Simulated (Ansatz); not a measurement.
`[CH3][GeH2][Br]` + HCl → `[Cl][GeH2][Br]` + CH₄ at 700 K and 1 bar (ligand exchange at a Ge–C bond).

Gas-phase electronic energies from Ansatz, PBE0-D4/def2-TZVP geometries. CBS: MP2 limit from def2 TZ/QZ plus the TZ coupled-cluster correction, frozen cores. This one scheme is used for every species. For Br, Ge outer-core shells are correlated without core-valence functions, which leaves a few kJ/mol of doubt a bond. Scalar relativity is left out up to krypton.

```json
{"species": "`[CH3][GeH2][Br]`", "CCSD(T)/CBS energy (Eh)": "-4690.53762", "H − E (kJ/mol)": "199.8", "S (J/(mol·K))": "412.9"}
{"species": "HCl", "CCSD(T)/CBS energy (Eh)": "-460.38127", "H − E (kJ/mol)": "38.4", "S (J/(mol·K))": "211.8"}
{"species": "`[Cl][GeH2][Br]`", "CCSD(T)/CBS energy (Eh)": "-5110.48619", "H − E (kJ/mol)": "95.4", "S (J/(mol·K))": "386.2"}
{"species": "CH₄", "CCSD(T)/CBS energy (Eh)": "-40.46206", "H − E (kJ/mol)": "145.9", "S (J/(mol·K))": "224.0"}
```

H − E and S are ideal-gas, rigid-rotor, harmonic terms from PBE0-D4/def2-TZVP. 1 Eh = 2625.50 kJ/mol, R = 8.31446 J/(mol·K).

By hand: ΔE, ΔH, ΔS and ΔG.

ΔE = (-5110.48619) + (-40.46206) − (-4690.53762) − (-460.38127) = -0.02936 Eh = -77.1 kJ/mol. Δ(H − E) = 95.4 + 145.9 − 199.8 − 38.4 = 3.1, so ΔH = -74.0 kJ/mol. ΔS = 386.2 + 224.0 − 412.9 − 211.8 = -14.5 J/(mol·K). ΔG = -74.0 − 700 × (-14.5)/1000 = -63.9 kJ/mol.

By hand: the equilibrium constant, and the temperature at which ΔG would vanish if ΔH and ΔS stayed fixed.

log₁₀ K = −ΔG/(RT ln 10) = 4.8. ΔG = 0 at ΔH/ΔS = 5103 K, far beyond where these terms or the molecules hold.

The number of gas molecules stays the same, so ΔS is small and ΔH decides. A doubt of 5 kJ/mol in ΔE shifts log₁₀ K by 0.4 here. These are equilibria of isolated gas molecules and say nothing of rates. Largest T1 diagnostic: 0.009 (customary marks: 0.02 for closed shells, 0.045 for open ones).
